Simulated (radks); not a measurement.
Pb, configuration [Hg] 6p2.

Calculated with a radial shooting solver on a logarithmic mesh with Libxc functionals: Dirac Kohn-Sham, PBE, spin-unpolarised, spherical densities, point nucleus; open shells are shared between the two j in proportion to 2j + 1.

Energy parts (eV):
part                       energy
total                  -569495.24
kinetic                 663178.57
electron-nucleus      -1441744.23
Hartree                 219689.04
exchange-correlation    -10618.62

Orbitals (lengths in bohr, moments of r in powers of bohr; r(90%) holds 90 % of the orbital's charge):
| orbital | occ. | eigenvalue (eV) | r(90%) | <r^2> |
|---|---|---|---|---|
| 1s1/2 | 2 | -87981.45 | 0.0294 | 0.0003571 |
| 2s1/2 | 2 | -15722.21 | 0.105 | 0.005362 |
| 2p1/2 | 2 | -15096.22 | 0.0918 | 0.003774 |
| 2p3/2 | 4 | -12906.27 | 0.104 | 0.004957 |
| 3s1/2 | 2 | -3773.550 | 0.256 | 0.03475 |
| 3p1/2 | 2 | -3491.568 | 0.248 | 0.03158 |
| 3p3/2 | 4 | -3002.936 | 0.270 | 0.03792 |
| 3d3/2 | 4 | -2540.454 | 0.244 | 0.02892 |
| 3d5/2 | 6 | -2436.502 | 0.251 | 0.03064 |
| 4s1/2 | 2 | -854.2459 | 0.551 | 0.1666 |
| 4p1/2 | 2 | -732.2730 | 0.559 | 0.1691 |
| 4p3/2 | 4 | -612.6695 | 0.608 | 0.2003 |
| 4d3/2 | 4 | -414.2863 | 0.633 | 0.2083 |
| 4d5/2 | 6 | -391.9701 | 0.648 | 0.2191 |
| 5s1/2 | 2 | -143.6762 | 1.22 | 0.8180 |
| 4f5/2 | 6 | -135.1969 | 0.716 | 0.2435 |
| 4f7/2 | 8 | -130.1664 | 0.726 | 0.2503 |
| 5p1/2 | 2 | -102.1054 | 1.32 | 0.9401 |
| 5p3/2 | 4 | -79.7654 | 1.45 | 1.140 |
| 5d3/2 | 4 | -22.6429 | 1.94 | 1.903 |
| 5d5/2 | 6 | -20.0607 | 2.02 | 2.057 |
| 6s1/2 | 2 | -11.9865 | 3.41 | 6.089 |
| 6p1/2 | 0.666667 | -4.5808 | 4.63 | 10.66 |
| 6p3/2 | 1.33333 | -3.1184 | 5.47 | 14.71 |

The highest occupied level is 6p3/2 at -3.118 eV. The density falls to 0.001 e/bohr^3 at r = 4.75 bohr.
